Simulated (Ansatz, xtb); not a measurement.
Two isomers of C5H6F2OS

Structure a is `C=C1OC(F)(F)CCS1`, a singlet and structure b is `O=C1C[C@@H](F)SC[C@H]1F`, a singlet. Both are isolated molecules in the gas phase, relaxed with PBE-D3(BJ)/def2-SVP; the shapes shown needn't be the lowest conformers.

a (Å):

```xyz
15

C    -1.2763   -2.3689    2.1268
C    -1.1119   -1.1103    1.6777
C    -1.7006    0.2083   -0.2245
C    -0.7572    1.3605    0.0873
C     0.5377    0.8610    0.7174
F    -1.1140   -0.6247   -1.1488
F    -2.8508    0.6672   -0.7680
O    -2.0916   -0.5430    0.8775
S     0.1968   -0.0590    2.2697
H    -0.5341   -2.8206    2.7969
H    -2.1779   -2.9321    1.8478
H    -0.5523    1.8886   -0.8660
H    -1.2870    2.0558    0.7678
H     1.0924    0.2083    0.0134
H     1.1953    1.7024    1.0079
```

b (Å):

```yaml
atoms:
  - { symbol: C, position_ang: [-0.5279, -1.2450, 0.2733] }
  - { symbol: C, position_ang: [-1.9367, -1.0318, 0.8301] }
  - { symbol: C, position_ang: [-2.0268, 0.1008, 1.8533] }
  - { symbol: C, position_ang: [0.2027, 1.1539, 0.7077] }
  - { symbol: C, position_ang: [0.1572, 0.0045, -0.3059] }
  - { symbol: F, position_ang: [-1.2696, -0.2562, 2.9622] }
  - { symbol: F, position_ang: [1.4391, -0.3080, -0.7002] }
  - { symbol: O, position_ang: [0.0161, -2.3298, 0.2636] }
  - { symbol: S, position_ang: [-1.4714, 1.7069, 1.1840] }
  - { symbol: H, position_ang: [-2.2593, -1.9876, 1.2898] }
  - { symbol: H, position_ang: [-2.6217, -0.7954, -0.0113] }
  - { symbol: H, position_ang: [-3.0768, 0.2652, 2.1796] }
  - { symbol: H, position_ang: [0.7166, 2.0286, 0.2636] }
  - { symbol: H, position_ang: [0.7596, 0.8431, 1.6144] }
  - { symbol: H, position_ang: [-0.4312, 0.3337, -1.1963] }
```

Q: Estimate E(b) − E(a) at the level CCSD(T)/def2-SVP + ΔMP2/def2-TZVPP.

A: Too close to call at this level: CCSD(T)/def2-SVP + ΔMP2/def2-TZVPP gives E(b) − E(a) = −2.85 kJ/mol.

How the difference moves with the method:

```tsv
level	geometry	E(b) − E(a) (kJ/mol)	departure from the last row (kJ/mol)	job, with rough time for the two
GFN2-xTB	GFN2-xTB	+22.00	+24.85	optimisation, 0.24 s
HF/STO-3G	GFN2-xTB	+0.46	+3.31	single point, 0.6 s
r2SCAN-D4/def2-SVP	GFN2-xTB	+8.79	+11.64	single point, 5.4 s
PBE-D3(BJ)/def2-SVP	PBE-D3(BJ)/def2-SVP	+4.13	+6.97	optimisation, 36 s
HF/def2-SVP	PBE-D3(BJ)/def2-SVP	+2.40	+5.25	part of the CCSD(T) run
MP2/def2-SVP	PBE-D3(BJ)/def2-SVP	−2.09	+0.76	part of the CCSD(T) run
CCSD(T)/def2-SVP	PBE-D3(BJ)/def2-SVP	+0.56	+3.40	single point
CCSD(T)/def2-SVP + ΔMP2/def2-TZVPP	PBE-D3(BJ)/def2-SVP	−2.85		single point, 3.3 min
```

As drawn, b has 1 C=O, 2 C–C in place of 1 C=C, 2 C–O.

The largest departure from CCSD(T)/def2-SVP + ΔMP2/def2-TZVPP is that of GFN2-xTB, 24.85 kJ/mol. The last row adds to CCSD(T) the change of the MP2 difference between the two basis sets, here −3.40 kJ/mol.

With thermal terms from frequencies at re-optimised GFN2-xTB minima (ideal gas, soft modes damped towards free rotors, one conformer each, 298.15 K, 1 atm): the zero-point term adds +2.33 kJ/mol; ΔH is −0.52 and ΔG −1.11 kJ/mol.

The correlated steps freeze 13 core orbitals. Mirror images aren't counted in ΔG. Run with Ansatz 0.2.0, xtb 6.7.1; the last row on 4 threads of Arm Neoverse V1 on a shared host.
